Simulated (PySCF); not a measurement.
Ca(F)2 cation (CaF2), SMILES [F][Ca][F] (connectivity only; charge and spin as stated), charge +1, multiplicity 2. Atoms are numbered in the order given.

```xyz
3

Ca     0.0000     0.0000     0.8493
F      0.0000    -1.0010    -0.9436
F      0.0000     1.0010    -0.9436
```
Charge +1, spin multiplicity 2.

Geometry optimised at TPSSh-D3(BJ)/def2-TZVP. The spin state was assumed, not searched. The isomer is the one that the SMILES or the coordinates give; other isomers of the formula were not compared.

The numbers are results of TPSSh-D3(BJ)/def2-TZVP (PySCF), not measurements.

Frequencies are harmonic and unscaled.

Computed harmonic wavenumbers and intensities:
```csv
mode,ν (cm⁻¹),IR (km/mol),moving atoms (share of kinetic energy)
1,337,19.6,"F 87 %, Ca 13 %"
2,346,0.0,"F 82 %, Ca 18 %"
3,558,108.9,"F 64 %, Ca 36 %"
```
